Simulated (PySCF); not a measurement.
# Computed records: AlBH2N

Computed with PySCF 2.14.0. Calculation on a computer-drawn molecule: vertical ionisation energy to the stated ion spin, frozen-core CCSD(T) at the basis limit and cheaper methods, single-reference cases, UHF for radicals, no spin-orbit; all values are single points at the evaluated structure, the first of each entry, which is the reference or a displaced copy of it and isn't optimised; the reference structure only sets the zero of the energies above reference; triples share is (T) over the correlation energy.

### AlBH2N

Evaluated structure:
```xyz
5
AlBH2N
B      0.3942    -1.8280    -1.6176
N      1.0719    -1.2216    -2.4992
Al     1.9661    -0.4082    -3.6722
H     -0.2155    -2.4002    -0.8128
H      2.7219     0.3034    -4.7023
```

Reference structure:
```xyz
5
AlBH2N
B      0.3987    -1.8317    -1.6182
N      1.0675    -1.2171    -2.5047
Al     1.9529    -0.4036    -3.6783
H     -0.2176    -2.3978    -0.8014
H      2.7624     0.3402    -4.7512
```

* charge: 1
* multiplicity: 1
* ion multiplicity: 2
* diffuse functions: no
* basis: cc-pV(n+d)Z
* reference is: the Hartree-Fock double-zeta minimum
* best is: HF at quadruple zeta + MP2 correlation extrapolated from triple and quadruple zeta + CCSD(T) minus MP2 at triple zeta
* basis step is: the size of the change from the same recipe one zeta lower
* T1 diagnostic at triple zeta: withheld
* ion spin squared at triple zeta: withheld
* total energy best: withheld

Drawn bonds:
```tsv
atom	other atom	order
1	2	1
2	3	2
1	4	1
3	5	1
```

## Withheld values
1. AlBH2N: T1 diagnostic at triple zeta?
2. Give the missing ion spin squared at triple zeta for AlBH2N.
3. Estimate the total energy best of AlBH2N.

## Answers
1. 0.01441
2. 0.7566
3. -322.4527 hartree

Further results for AlBH2N:

* ionisation energy best: 17.19 eV
* ionisation energy basis step: 0.02517 eV
* energy above reference best: 1.346 kcal/mol
* energy above reference basis step: 0.03771 kcal/mol
* ionisation energy Koopmans at triple zeta: 17.5 eV
* ionisation energy EOM CCSD at triple zeta: 17.04 eV
* total energy HF triple zeta: -322.0412 hartree
* total energy CCSD(T) triple zeta: -322.4049 hartree
* D1 diagnostic at triple zeta: 0.03089
* ion T1 diagnostic at triple zeta: 0.01208
* ion D1 diagnostic at triple zeta: 0.0285
* triples share at triple zeta: 0.04245
* basis functions triple zeta: 127

Triple zeta:
```tsv
method	ionisation energy (eV)	energy above reference (kcal/mol)
HF	15.31	1.12
PBE	17.25	1.684
r2SCAN	17.08	1.366
B3LYP	17.13	1.22
wB97X	16.99	1.244
MP2	17.26	1.209
CCSD	16.88	1.337
CCSD(T)	17.06	1.385
```
